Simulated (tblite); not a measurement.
C4H3F3O2S.
Bonds: C1–C2 (double), C2–C3 (double), C3–S4, S4–O5 (double), S4–O6 (double), S4–C7, C7–F8, C7–F9, C7–F10. Hydrogens: H11, H12 on C1; H13 on C3.

The geometry is computed with GFN2-xTB (gas phase).

What internal coordinates does the optimisation give?

| bond | length (Å) | order |
| --- | --- | --- |
| C1=C2 | 1.290 | double |
| C2=C3 | 1.293 | double |
| C3–S4 | 1.786 | single |
| S4=O5, S4=O6 | 1.426 | double |
| S4–C7 | 1.902 | single |
| C7–F8, C7–F9 | 1.334 | single |
| C7–F10 | 1.322 | single |
| C1–H11, C1–H12 | 1.077 | single |
| C3–H13 | 1.073 | single |

Bonds in one row agree within 0.01 Å and their mean is given. Orders are formal, as drawn. A selection of angles:
| angle | degrees |
| --- | --- |
| C1–C2–C3 | 175.9 |
| C2–C3–S4 | 118.3 |
| C3–S4–O5 | 111.7 |
| C3–S4–C7 | 99.9 |
| O5–S4–O6 | 120.0 |
| O5–S4–C7 | 106.0 |
| S4–C7–F8 | 109.4 |
| S4–C7–F10 | 112.5 |
| F8–C7–F9 | 107.6 |
| F8–C7–F10 | 109.0 |

Torsions: C2–C3–S4–O5 -24° (synperiplanar); C3–S4–C7–F8 58° (synclinal). The mirror-image conformer, all signs reversed, is as good.

Of the pairs four or more bonds apart, C2···F9 is among the closest relative to their van der Waals radii: 3.22 Å, 101 % of the sum of Bondi's values. The C–S distances run from 1.786 Å (C3–S4, drawn single) to 1.902 Å (S4–C7, drawn single), a spread of 0.116 Å. S4 (sulfonyl sulfur) is distorted tetrahedral (angles from 99.9° to 120.0°).

Point group: C1 (no symmetry element, even within 0.4 Å). Its GFN2-xTB frequencies are all real (lowest 27 cm⁻¹). One conformer, not necessarily the lowest.
